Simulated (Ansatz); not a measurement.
Reaction (substitution at a C–Si bond): `C[SiH]1[SiH2][SiH2]1` + `N[SiH2][SiH3]` → `CN[SiH2][SiH3]` + `[SiH2]1[SiH2][SiH2]1`

Gas-phase electronic energies from Ansatz, PBE0-D4/def2-TZVP geometries. CCSD(T)/CBS is the MP2 limit (def2-TZVPP, def2-QZVPP) plus CCSD(T) − MP2 in def2-TZVPP, frozen cores. This one scheme is used for every species. DFT in def2-TZVPP. B3LYP here is the variant with VWN-RPA as its local correlation; programs differ in this. Each species was taken in one conformer, which may not be the lowest.

Is it downhill or uphill in electronic energy at CCSD(T)/CBS, and by how much? (An estimate is asked.)

Ansatz gave: Uphill: ΔE = +80.1 kJ/mol.

What do these levels give: B3LYP-D4, ωB97X-V, ωB97M-V, B2PLYP, PBE, r2SCAN, MP2/def2-TZVPP, SCS-MP2/def2-TZVPP, CCSD/def2-TZVPP, HF/def2-QZVPP, MP2/def2-QZVPP, CCSD/CBS(def2)? (An estimate is asked.)

The calculation gave: B3LYP-D4 75.0, ωB97X-V 75.5, ωB97M-V 79.8, B2PLYP 78.1, PBE 76.9, r2SCAN 80.8, MP2/def2-TZVPP 83.5, SCS-MP2/def2-TZVPP 78.2, CCSD/def2-TZVPP 76.8, HF/def2-QZVPP 71.0, MP2/def2-QZVPP 84.9, CCSD/CBS(def2) 79.3 kJ/mol.

Largest T1 diagnostic among the species: 0.015.

In def2-TZVPP, CCSD(T) changes the Hartree–Fock value by +6.4 kJ/mol (the triples alone add +0.8 kJ/mol) and MP2 by +12.4 kJ/mol.
